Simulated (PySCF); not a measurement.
# A barrier at the coupled-cluster level

Start structure (SiNH$_{4}$F$_{3}$, singlet), relaxed at PBE0-D4/def2-TZVP:

| atom | x (Å) | y (Å) | z (Å) |
| --- | --- | --- | --- |
| Si1 | -0.8321 | -0.5625 | -0.3212 |
| H2 | 0.3367 | -1.4489 | -0.4359 |
| F3 | -1.9456 | -1.5459 | -0.9340 |
| F4 | -1.4929 | -0.3185 | 1.1145 |
| F5 | -0.9965 | 0.6534 | -1.3471 |
| H6 | 1.1164 | 0.4074 | 1.3520 |
| N7 | 0.6847 | 0.7984 | 0.5221 |
| H8 | 0.2421 | 1.6733 | 0.7820 |
| H9 | 1.4134 | 1.0046 | -0.1521 |

The step: SiHF₃ ([F][SiH]([F])[F]) + NH₃ → SiNH₂F₃ ([NH2][Si]([F])([F])[F]) + H₂; bonds formed: H2–H6; dative contacts that become bonds: Si1–N7; bonds broken: Si1–H2, H6–N7. Computed with PySCF 2.14 with density fitting (its default auxiliary sets; JK sets also for MP2 and CCSD(T)) (basis: def2-TZVPP and def2-QZVPP); correlated methods freeze the cores. Extrapolation: Hartree–Fock as exp(−7.88 √X), correlation as X^−2.97. Energies below are by CCSD(T) at an estimated basis limit (MP2 extrapolated from triple and quadruple zeta, plus CCSD(T) − MP2 in triple zeta).

Q: What are the electronic barrier and the energy of the step, from the start structure to the end structure? (Judge from chemistry; the value comes from the calculation.)

A: By the calculation: Barrier 1.988 eV; step energy -0.284 eV (downhill); reverse barrier, their difference, 2.272 eV. Barrier and step energy count from the start structure, the reverse barrier from the end structure.

The saddle point: One imaginary mode of 1441i cm⁻¹.
```
  pair  start (Å)  saddle (Å)  end (Å)
Si1–N7       2.21        1.83     1.67
 H2–H6       2.69        1.09     0.75
Si1–H2       1.47        1.75     3.68
 H6–N7       1.01        1.26     3.19
```

Zero-point energy (harmonic, PBE0-D4): ZPE is 1.546 eV at the start and 1.377 eV at the saddle, so the barrier goes from 1.988 to 1.820 eV.

T1 diagnostic: at most 0.012.

Labels in which every atom is bracketed show which atoms are joined, not bond orders.

For scale, one of the runs: CCSD(T)/def2-TZVPP, 222 basis functions, launched by `OMP_NUM_THREADS=4 python run.py`. Time: 16 min of wall clock on 4 CPU threads of an Arm Neoverse V2; the host was shared. Peak host memory: 4.6 GiB.
